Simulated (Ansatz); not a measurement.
An input meant for the cluster Ni₂H₄ (charge 0, singlet; atoms displaced at random, 0.15 Å in each coordinate; with a point charge).

```yaml
crystal:
  periodic: [false, false, false]
  atoms:
    - {symbol: Ni, position_ang: [-1.300930, -0.240619, -0.324985]}
    - {symbol: Ni, position_ang: [1.148521, -0.197071, -0.194947]}
    - {symbol: H, position_ang: [-2.457464, 1.128006, -0.195489]}
    - {symbol: H, position_ang: [2.408056, 0.705991, 0.206694]}
    - {symbol: H, position_ang: [0.098653, 0.404971, 0.784596]}
    - {symbol: H, position_ang: [0.110214, -1.394371, -0.327442]}
basis:
  gaussian: {orbitals: def2-mTZVPP, point_charges: [{charge: 2.00, position_ang: [6.268, 0.917, 0.693]}]}
hamiltonian: {xc: {name: HF}, dispersion: d2}
output: {forces: true}
```

```sh
$ ansatz run in.yaml --threads 4 --pin off --events-out ev --progress --plain --max-ram 3916MiB
```

Shortened log:

```
Error: YAML parse error: error: line 12 column 43: hamiltonian.dispersion: `d2` is not `none`, `rvv10`, `d3bj`, `d3bjatm`, `d4` or a map `{method: …, s8: …, a1: …, a2_bohr: …}` (numbers without units, a2 in bohr) or `{method: …, functional: …}`
  --> <input>:12:43
   |
10 | basis:
11 |   gaussian: {orbitals: def2-mTZVPP, point_charges: [{charge: 2.00, position_ang: [6.268, 0.917, 0.693]}]}
12 | hamiltonian: {xc: {name: HF}, dispersion: d2}
   |                                           ^ hamiltonian.dispersion: `d2` is not `none`, `rvv10`, `d3bj`, `d3bjatm`, `d4` or a map `{method: …, s8: …, a1: …, a2_bohr: …}` (numbers without units, a2 in bohr) or `{method: …, functional: …}`
13 | output: {forces: true}
   |
```

(1) What is wrong with this run?

Results:

(1) The program holds no damping parameters for this pairing of functional and dispersion term, so they'd have to be typed. The program refused the input.
